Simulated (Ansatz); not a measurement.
`[Cl][InH][GeH3]` and `[F][InH][GeH3]` differ in one element.

Ansatz, PBE0-D4/def2-TZVP geometries, multiplicity 1. 

Elements past krypton have def2 core potentials. Scalar relativity is left out up to krypton.

```json
{"property": "HOMO–LUMO gap (B3LYP/def2-TZVPP) / eV", "`[Cl][InH][GeH3]`": "5.08"}
{"property": "zero-point energy (PBE0-D4/def2-TZVP) / kJ/mol", "`[Cl][InH][GeH3]`": "78.8"}
{"property": "HOMO–LUMO gap (ωB97M-V/def2-TZVPP) / eV", "`[Cl][InH][GeH3]`": "9.13"}
{"property": "LUMO energy (PBE0/def2-TZVPP) / eV", "`[Cl][InH][GeH3]`": "-2.13"}
{"property": "HOMO–LUMO gap (PBE0/def2-TZVPP) / eV", "`[Cl][InH][GeH3]`": "5.55"}
{"property": "LUMO energy (PBE/def2-TZVPP) / eV", "`[Cl][InH][GeH3]`": "-2.82"}
```

(1) What does the change do to each property? (An estimate is asked.)

Answers

(1) Computed: 
```csv
property,`[F][InH][GeH3]`,shift
HOMO–LUMO gap (B3LYP/def2-TZVPP) / eV,5.41,0.33
zero-point energy (PBE0-D4/def2-TZVP) / kJ/mol,80.2,1.4
HOMO–LUMO gap (ωB97M-V/def2-TZVPP) / eV,9.42,0.29
LUMO energy (PBE0/def2-TZVPP) / eV,-1.99,0.14
HOMO–LUMO gap (PBE0/def2-TZVPP) / eV,5.87,0.32
LUMO energy (PBE/def2-TZVPP) / eV,-2.67,0.15
```

With PBE0 the HOMO falls by 0.18 eV and the LUMO rises by 0.14 eV, so the gap widens by about 0.32 eV. PBE moves the HOMO by -0.16 eV and ωB97M-V by -0.17 eV.

B3LYP here is the variant with VWN-RPA as its local correlation; programs differ in this.
